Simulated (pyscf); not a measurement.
Optimised with ωB97X-D3(BJ)/def2-SVP in PySCF. Correlated levels are frozen-core, on RHF or UHF. ΔMP2 is the change of the MP2 total energy from the triple- to the quadruple-zeta basis.

Question: What is the homolytic dissociation enthalpy (298 K, CCSD(T)/def2-TZVPP + ΔMP2(QZVPP)) of the Al–O bond of H₃Si–O–AlH–Cl, to •O–SiH₃ + [HAl–Cl]•?

Answer: Al–O to •O–SiH₃ + [HAl–Cl]•: 136.6 kcal/mol. The radicals are drawn with the spin at the cut bond; how far it spreads was not checked. •O–SiH₃ lies 24.9 kcal/mol over its isomer HO–SiH₂•, and others may lie lower still (electronic energy, ωB97M-D3(BJ)). The CCSD(T) − MP2 part came from Ansatz, without density fitting, on the same reference.
